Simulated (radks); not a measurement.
Species: Hg. Configuration: [Hg]. Method: Dirac Kohn-Sham, Wu-Cohen GGA, spin-unpolarised, spherical densities, finite nucleus; Fermi nuclear charge, rms radius 5.4648 fm; computed with a radial shooting solver on a logarithmic mesh with Libxc functionals.

Normalised radial functions P(r) = r R(r) (large component), r in bohr:

r	5p3/2
0.002233	0.0067
0.002621	0.0090
0.003076	0.0119
0.003609	0.0159
0.004202	0.0207
0.004931	0.0273
0.005787	0.0358
0.006791	0.0466
0.007969	0.0603
0.009352	0.0773
0.01097	0.0980
0.01288	0.1228
0.01499	0.1499
0.01759	0.1818
0.02065	0.2156
0.02423	0.2488
0.02843	0.2774
0.03337	0.2957
0.03916	0.2966
0.04595	0.2724
0.05349	0.2196
0.06277	0.1289
0.07367	0.0048
0.08645	-0.1405
0.1014	-0.2830
0.119	-0.3882
0.1397	-0.4179
0.1639	-0.3421
0.1909	-0.1672
0.224	0.0961
0.2628	0.3728
0.3084	0.5713
0.362	0.6074
0.4248	0.4409
0.4985	0.0972
0.585	-0.3384
0.681	-0.7325
0.7991	-1.0267
0.9378	-1.1391
1.101	-1.0717
1.291	-0.8783
1.516	-0.6343
1.779	-0.4051
2.087	-0.2281
2.43	-0.1168
2.851	-0.0499
3.346	-0.0181
3.927	-0.0054
4.608	-0.0013
5.407	-0.0002
6.346	0.0000
7.447	0.0000
8.669	0.0000
10.17	0.0000
11.94	0.0000
14.01	0.0000

5p3/2: eigenvalue -61.621 eV, 3 radial nodes at r = 0.0741, 0.212, 0.517 bohr, <r> = 1.07 bohr, 90 % of the charge inside 1.55 bohr.
